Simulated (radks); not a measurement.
Excited configurations of Sn+: one electron is placed in a higher orbital outside [Kr] 4d10 5s2. The ground configuration is [Kr] 4d10 5s2 5p1. Calculated with a radial shooting solver on a logarithmic mesh with Libxc functionals: Dirac Kohn-Sham, LDA (Slater exchange, Perdew-Wang correlation), spin-unpolarised, spherical densities, finite nucleus; open shells fill j = l - 1/2 first; Fermi nuclear charge, rms radius 4.6519 fm. Excitation = E - E(ground); binding = E(ion) - E, where the ion is the core of charge +2; n* = 2/sqrt(2 binding) in atomic units, and the quantum defect is n - n*.

outer orbital  excitation (eV)  binding (eV)     n*  quantum defect  eigenvalue (eV)  <r> (bohr)
4f5/2                   11.091         3.581  3.898           0.102           -2.501       8.298
5f5/2                   12.230         2.442  4.721           0.279           -1.832       14.15
6s1/2                    7.010         7.663  2.665           3.335           -5.982       5.555
6p1/2                    8.681         5.991  3.014           2.986           -4.630       6.656
7p1/2                   11.215         3.457  3.968           3.032           -2.737       11.85
7d3/2                   12.241         2.431  4.732           2.268           -1.920       16.17
7f5/2                   13.372         1.300  6.471           0.529           -1.037       30.15

The Delta-SCF ionisation energy is 14.672 eV (NIST Atomic Spectra Database: 14.633 eV, measured). Self-interaction in the functional shifts the binding energies and quantum defects, so they are the method's values and not measured ones. Spin polarisation and multiplet splitting are left out, so open shells lie too high by an amount that depends on their filling.

Beside tabulated values, note that spin-unpolarised runs miss the spin-polarisation part of the exchange energy of open shells.
